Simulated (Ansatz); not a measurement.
Potential energy curve for SAl (cation, charge +1), lowest triplet found (which spin is the ground state isn't settled by this scan).

- ROHF/cc-pVDZ (Ansatz, a program for electronic structure)
- ROCCSD = CCSD on ROHF/cc-pVDZ, frozen core in Ansatz
- UHF/cc-pVDZ (Ansatz)
- UMP2 = MP2 on UHF/cc-pVDZ, frozen core run with Ansatz
- UCCSD = CCSD on UHF/cc-pVDZ, frozen core in Ansatz
- UCCSD(T) = CCSD(T) on UHF/cc-pVDZ, frozen core (Ansatz)
- UCCSDT = Ansatz with CCSDT on UHF/cc-pVDZ, frozen core
- UCCSDT(Q) = CCSDT(Q) on UHF/cc-pVDZ, frozen core (Ansatz)
- UKS-CAM-B3LYP = unrestricted CAM-B3LYP/cc-pVDZ in Ansatz
- UKS-PBE = unrestricted PBE/cc-pVDZ run with Ansatz
- FCI = full CI/cc-pVDZ, frozen core run with Ansatz

All curves are set to zero at 2.24 Å and compared with full CI in the same basis at 2.24, 2.26, 2.36, 2.45 Å.

Task: Which method stays most parallel to full CI over these points, and which least?

Result: UCCSDT(Q) has the smallest spread and ROCCSD the largest. In order (kcal/mol): UCCSDT(Q) 0.05, UCCSDT 0.07, UCCSD(T) 0.08, UCCSD 0.43, UHF 0.56, UKS-PBE 1.06, UKS-CAM-B3LYP 1.09, UMP2 2.45, ROHF 3.03, ROCCSD 3.97.

Errors against full CI at some of the points (kcal/mol):

```csv
method,2.45 Å
UCCSDT(Q),0.0
UCCSDT,-0.1
UCCSD(T),0.0
UCCSD,-0.4
UHF,0.3
UKS-PBE,1.1
UKS-CAM-B3LYP,1.1
UMP2,2.5
ROHF,3.0
ROCCSD,4.0
```

The scan ran from 1.62 to 7.75 Å; beyond the distances shown full CI changes its symmetry label.
